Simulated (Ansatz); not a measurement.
Ideal-gas functions of `[OH][GeH2][GeH3]` at 298.15 K and 1 bar, from an Ansatz frequency run at PBE0-D4/def2-TZVP.

Molar mass 167.27 g/mol, point group C1 (symmetry number 1), electronic degeneracy 1, moments of inertia 47.732, 296.723, 330.559 u Å². Harmonic wavenumbers (cm⁻¹, unscaled): 77, 126, 176, 266, 340, 452, 519, 671, 685, 754, 800, 867, 880, 884, 944, 2112, 2141, 2149, 2160, 2169, 3898.

Use S(trans) = R[1.5 ln M + 2.5 ln T − 1.1517]; rotational temperatures θ = 24.2544 K / I; S(rot) = R[ln(√π/σ · √(T³/θAθBθC)) + 1.5]; for each mode x = 1.438777 ν̃/T, S = R[x/(eˣ − 1) − ln(1 − e⁻ˣ)] and H = RT x/(eˣ − 1); 1 cm⁻¹ = 0.0119627 kJ/mol; R = 8.31446 J/(mol·K).

Question: By hand: the entropy, in J/(mol·K).

Answer: Translation 172.7. Rotation: θ = 0.5081, 0.0817, 0.0734 K, giving 112.4. Vibration, mode by mode: 16.59, 12.58, 9.92, 6.79, 5.07, 3.30, 2.56, 1.43, 1.36, 1.04, 0.87, 0.67, 0.63, 0.62, 0.49, 0.00, 0.00, 0.00, 0.00, 0.00, 0.00, in all 63.9. Electronic 0.0. Sum 349.0 J/(mol·K).

Question: By hand: H − E and G − E in kJ/mol, counted from the electronic energy.

Answer: Zero-point energy ½ × 23070 × 0.0119627 = 138.0; thermal vibration 10.5; translation, rotation and pV give 4 RT = 9.9. H − E = 158.4 kJ/mol, and G − E = 158.4 − 298.15 × 349.0/1000 = 54.3 kJ/mol.

Vibration gives 18 % of the entropy, 29.2 J/(mol·K) of it from the modes under 150 cm⁻¹: soft modes count most, and the harmonic formula is weakest for them. The sum counts one conformer and one mirror image; others add a mixing term.
